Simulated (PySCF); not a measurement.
Compound: titanium dioxide, TiO2 (singlet state).
Bonds: O1–Ti2 (double), Ti2–O3 (double).

Theory: core-valence-separated Tamm–Dancoff BHandHLYP/aug-pcX-1 (def2-SVPD on Ti) in PySCF, non-relativistic, gas phase, PBE0-D3(BJ)/def2-SVP geometry. BHandHLYP without relativity tends to put these K edges a few eV too low, so spacings mean more than positions.

(1) Give energies, oscillator strengths and core holes at the O K edge.

## Answers

(1) 
| E (eV) | f | core hole on | main final orbital | polarisation |
| --- | --- | --- | --- | --- |
| 528.52 | 0.0214 | O1/O3 | LUMO+2 (2 roots, f summed) | in plane |
| 528.61 | 0.0594 | O1/O3 | LUMO+1 (2 roots, f summed) | out of plane |
| 529.01 | 0.0230 | O1/O3 | LUMO (2 roots, f summed) | in plane |
| 530.27 | 0.0172 | O1/O3 | LUMO+1 (2 roots, f summed) | out of plane |
| 531.01 | 0.0257 | O1/O3 | LUMO+3 (2 roots, f summed) | in plane |

The first line with a tenth or more of the strongest one's intensity is at 528.52 eV (f = 0.021, sum of 2), with the hole on O1/O3 (oxygen bonded to Ti), polarised in plane. The strongest listed is at 528.61 eV (f = 0.059, sum of 2; O1/O3).

Roots within 0.03 eV whose holes lie on the same, on equivalent or on shared atoms are summed into one line, and the highest roots are left out, as the search may have cut off their partners. Final orbitals are the ground state's empty Kohn–Sham orbitals.

Q: What is the summed oscillator strength of the listed O K lines, and their intensity-weighted mean energy?

A: Σf = 0.147 over 5 lines from 528.52 to 531.01 eV; the weighted mean is 529.27 eV. The strongest line holds 41 % of the sum.

The list ends where the root search ended, not at a threshold.
